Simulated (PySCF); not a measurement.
CH3BO, SMILES [BH3-]C#[O+].

Geometry optimised at B3LYP-D3(BJ)/def2-TZVP.

Two levels are set side by side: TDA-PBE/def2-SVPD (PySCF) and TDA-M06-2X/def2-SVPD (PySCF). Vertical, same geometry. The lowest singlet is HOMO−1→LUMO 50 %, HOMO→LUMO+1 50 % with PBE and HOMO−1→LUMO+1 49 %, HOMO→LUMO 49 % with the other functional; states are paired by order. Differences are taken from unrounded values.

| quantity | TDA-M06-2X | TDA-PBE | TDA-PBE minus TDA-M06-2X |
|---|---|---|---|
| lowest singlet excitation (eV) | 6.53 | 5.76 | -0.77 |
| lowest triplet excitation (TDA) (eV) | 5.96 | 5.25 | -0.70 |
| first bright state (f over 0.05) (eV) | 8.72 | 7.95 | -0.77 |
| its oscillator strength | 0.77 | 0.05 | -0.72 |

A lower first singlet is the usual sign of a functional without exact exchange. Differences between two approximate levels are no errors against the true value.

Rough cost on one machine, each run with all the roots and properties that it gave: TDA-M06-2X against TDA-PBE about 7 times.
